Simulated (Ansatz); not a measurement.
C2H9NOSi, SMILES `NCCO[SiH3]`, 14 atoms. Total charge 0; spin multiplicity 1. All runs use 4 threads of an Intel Xeon Platinum 8259CL on a shared host. Correlated methods freeze the cores.

How many basis functions does each run have, and how long does it take in Ansatz? RKS SPW92 (LDA)/def2-TZVPP energy; RKS PBE0-D4/def2-TZVP relaxation (12 steps); RKS PBE0-D4/def2-SVP energy; RKS CAM-B3LYP-D4/def2-TZVPP energy; RKS ωB97M-V/def2-SVP energy; RKS r2SCAN-D4/def2-TZVPP energy and forces; RKS BLYP-D4/def2-TZVPP energy; RHF-CCSD(T)/def2-TZVPP energy; RHF-CCSD(T)/def2-SVP energy; direct RPA on PBE orbitals/def2-TZVPP energy; RKS PBE0-D4/def2-TZVP frequencies; RHF-MP2/def2-QZVPP energy. (Best estimate.)

Computed: Other jobs shared the machine, so times are rough.

```tsv
level	job	functions	wall time	peak host memory (GiB)
RKS PBE0-D4/def2-SVP	energy	119	1.2 s	0.28
RKS SPW92 (LDA)/def2-TZVPP	energy	292	1.6 s	0.4
RKS BLYP-D4/def2-TZVPP	energy	292	2.5 s	0.42
RKS ωB97M-V/def2-SVP	energy	119	4.1 s	0.4
RKS CAM-B3LYP-D4/def2-TZVPP	energy	292	4.3 s	0.89
RKS r2SCAN-D4/def2-TZVPP	energy and forces	292	5 s	0.45
RHF-CCSD(T)/def2-SVP	energy	119	6 s	0.7
direct RPA on PBE orbitals/def2-TZVPP	energy	292	7 s	0.91
RHF-MP2/def2-QZVPP	energy	568	30 s	4.5
RKS PBE0-D4/def2-TZVP	relaxation (12 steps)	215	45 s	0.61
RHF-CCSD(T)/def2-TZVPP	energy	292	3.2 min	9.2
RKS PBE0-D4/def2-TZVP	frequencies	215	3.8 min	0.62
```
